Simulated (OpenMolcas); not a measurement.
# Lines of N³⁺: computed and rescaled rates

```json
{
  "Program": "OpenMolcas",
  "Method": "MS-RASPT2, IPEA 0.25 Eh, imaginary shift 0.1 Eh (closed shells correlated: 1s)",
  "Basis": "ANO-RCC-VQZP [5s4p3d2f1g]",
  "Scalar Hamiltonian": "DKH2, point nucleus",
  "Active space": "2 electrons in 9 orbitals (RAS2 2s 2p; RAS3 3d, at most 2 electrons)",
  "State averaging": "2S+1 = 3 even, 3 roots; 2S+1 = 1 even, 7 roots; 2S+1 = 3 odd, 3 roots; 2S+1 = 1 odd, 3 roots",
  "Spin-orbit coupling": "state interaction with AMFI integrals over the reference wave functions, term energies averaged over their components"
}
```

Rates come from the transition moments of the reference wave functions (E1 and E2 in the length form). At fixed line strength A goes as λ^-3 for E1 and M1 and as λ^-5 for E2, so a rate at the computed wavelength can be rescaled to the measured one. Measured vacuum wavelengths follow from level energies in Moore, Selected Tables of Atomic Spectra, NSRDS-NBS 3, section 4. Branching counts decays inside the model space alone, at computed energies, and the table is only a selection of the E1 lines, drawn from those between levels with measured partners whose computed energy lies within a factor of 1.5 of the measured one.

```csv
Upper,Lower,Type,λ computed (nm),λ measured (nm),A computed (s-1),A rescaled (s-1),Branching %
2p2 1S0,2s 2p 1P* 1,E1,95.16,95.53,2.72e+09,2.69e+09,100.0
2s 2p 1P* 1,2s2 1S0,E1,76.16,76.51,2.37e+09,2.34e+09,100.0
2p2 3P0,2s 2p 3P* 1,E1,92.25,92.37,1.78e+09,1.77e+09,100.0
2p2 3P2,2s 2p 3P* 2,E1,92.19,92.32,1.34e+09,1.33e+09,74.9
2p2 3P1,2s 2p 3P* 2,E1,92.31,92.43,7.41e+08,7.38e+08,41.5
2p2 3P1,2s 2p 3P* 0,E1,92.13,92.25,5.96e+08,5.94e+08,33.4
2p2 3P2,2s 2p 3P* 1,E1,92.08,92.2,4.48e+08,4.46e+08,25.1
2p2 3P1,2s 2p 3P* 1,E1,92.19,92.31,4.47e+08,4.45e+08,25.0
2p2 1D2,2s 2p 1P* 1,E1,172.4,171.9,2.34e+08,2.36e+08,100.0
2s 2p 3P* 1,2s2 1S0,E1,148.7,148.6,5.75e+02,,100.0
```

Spin-changing lines and M1 lines between different terms are not rescaled, since their strength hangs on the term gaps too.

The largest correction is for 2s 2p 1P* 1 → 2s2 1S0 (E1): 2.37e+09 × (76.16 / 76.51)^3 = 2.34e+09 s-1, a factor of 0.99.

The computed rate and branching of 2s 2p 1P* 1 → 2s2 1S0 give the upper level a radiative lifetime of 1.000 / 2.37e+09 s-1 = 4.22e-10 s, counting decays inside the model space alone. The rescaled rate gives about 4.3e-10 s.

No measured rate stands beside these. Rescaling mends the energy factor alone: line strengths can still be far off where a level mixes with configurations outside the active space, and weak or spin-changing lines hang on small mixing coefficients that depend on the term gaps too, so rescaling need not improve them.

Active for correlation alone: 3d; no level in the range computed is led by a configuration that fills it, so any true level of that kind is missing. Measured partners are found by configuration, term and J. A level has none where our copy of the source lacks it or the pairing is in doubt (some pairs that miss far off the trend of their configuration count as doubtful). Only configurations of the active space appear.

* marks odd parity.
